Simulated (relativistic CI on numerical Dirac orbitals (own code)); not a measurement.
# Au2+: O2,3 absorption edge

Computed with this model: Dirac-Coulomb-Breit CI, orbitals from a KLI potential per configuration, a model potential for QED, valence Slater integrals scaled by 0.7, multiplet model of core-to-valence dipole absorption; configurations [Xe] 4f14 5d9 → [Kr] 4d10 4f14 5s2 5p5 5d10; 10 K; Lorentzian 1 eV and Gaussian 0.3 eV FWHM. Energies are those of the free ion, without screening or charge transfer. The branching ratio is the share of the lower-energy edge in the whole absorption, uncertain by about 0.02 where the edges overlap. S is read from ⟨S²⟩ = S(S + 1).

Field parameters in Wybourne normalisation: Oh B⁴₀ = 21Dq, B⁴₄ = √(5/14) B⁴₀. The field is a parameter set, without covalency.

free ion: ground-state S = 0.50, centroid 56.33 eV. Peaks (eV, height): 56.2 (100).

Oh, 10Dq = 5500 cm⁻¹: ground-state S = 0.50, centroid 56.95 eV. Peaks (eV, height): 56.5 (100).

Oh, 10Dq = 12450 cm⁻¹: ground-state S = 0.50, centroid 58.22 eV. Peaks (eV, height): 57.0 (100), 73.2 (9).

Oh, 10Dq = 19400 cm⁻¹: ground-state S = 0.50, centroid 59.38 eV. Peaks (eV, height): 57.2 (100), 73.8 (15).

Oh, 10Dq = 26350 cm⁻¹: ground-state S = 0.50, centroid 60.35 eV. Peaks (eV, height): 57.8 (100), 74.2 (19).

Oh, 10Dq = 33300 cm⁻¹: ground-state S = 0.50, centroid 61.20 eV. Peaks (eV, height): 58.2 (100), 74.8 (21).

Strongest unbroadened transitions for Oh, 10Dq = 19400 cm⁻¹:

```json
{"Energy (eV)": "57.36", "Relative strength": "100.0"}
{"Energy (eV)": "73.71", "Relative strength": "14.1"}
```
